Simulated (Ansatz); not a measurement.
The cluster In2N3⁻. Charge -1, multiplicity 1. Geometry relaxed at PBE0-D4/def2-SVPD.

| atom | x (Å) | y (Å) | z (Å) |
| --- | --- | --- | --- |
| In1 | 1.1873 | -0.6826 | -0.7934 |
| In2 | -1.8547 | 1.0059 | 2.2093 |
| N3 | -1.4522 | 0.8976 | -0.1659 |
| N4 | 2.6722 | -1.5361 | -1.6164 |
| N5 | -0.5526 | 0.3152 | 0.3663 |

In the def2 sets In takes a core potential; there is no spin–orbit coupling. At PBE0-D4/def2-TZVPD a quintet of charge -1 lies 1.49 eV below the restricted singlet, each at its own geometry. The structure comes from a short search, and lower isomers may exist.

Q: Estimate the harmonic wavenumbers at RKS PBE0-D4/def2-SVPD (Ansatz, unscaled). Is this a minimum?

A: 49, 54, 83, 163, 192, 317, 512, 739, 1696 cm⁻¹. Yes, no mode is imaginary beyond noise. Zero-point energy 22.8 kJ/mol. Hardware: 4 threads of Arm Neoverse V1 on a shared host. Wall time 57 s.
